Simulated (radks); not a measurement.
Values are calculated unless marked as measured or tabulated.
Q: Spherical quantum dot in the effective-mass picture: electrons in a hard-walled sphere of radius 1.68, with a point charge +2 (a donor) at the centre, all in effective atomic units (hartree* = m*/eps^2 hartree, bohr* = eps/m* bohr), one dielectric constant everywhere. Level of theory: non-relativistic Kohn-Sham, PBEsol, spin-polarised, spherical densities (a radial shooting solver with Libxc functionals). Levels are named by radial order and angular momentum (1s, 1p, 1d, 2s, ...), and open shells are averaged over m. Each electron was tried in the lowest free levels, single moves between levels near the top were tried too, and the lowest total energy was kept; such a search can miss a lower state. Give the order in which the levels fill up to N = 29, the shell closures and the spin along the way.

A: Shells are first occupied in the order 1s, 1p, 2s, 1d, 1f. Open shells at each N (closed shells left out): 1: 1s(up 1, down 0); 2: none; 3: 1p(up 1, down 0); 4: 1p(up 2, down 0); 5: 1p(up 3, down 0); 6: 1p(up 3, down 1); 7: 1p(up 3, down 2); 8: none; 9: 2s(up 1, down 0); 10: 1d(up 1, down 0) 2s(up 1, down 0); 11: 1d(up 3, down 0); 12: 1d(up 4, down 0); 13: 1d(up 5, down 0); 14: 1d(up 5, down 0) 2s(up 1, down 0); 15: 1d(up 5, down 1) 2s(up 1, down 0); 16: 1d(up 5, down 3); 17: 1d(up 5, down 4); 18: none; 19: 2s(up 1, down 0); 20: none; 21: 1f(up 1, down 0); 22: 1f(up 2, down 0); 23: 1f(up 3, down 0); 24: 1f(up 4, down 0); 25: 1f(up 5, down 0); 26: 1f(up 6, down 0); 27: 1f(up 7, down 0); 28: 1f(up 7, down 1); 29: 1f(up 7, down 2). All shells are closed at N = 2, 8, 18, 20 (there: 1s2 1p6 1d10 2s2). Largest 2S: 7, at N = 27.
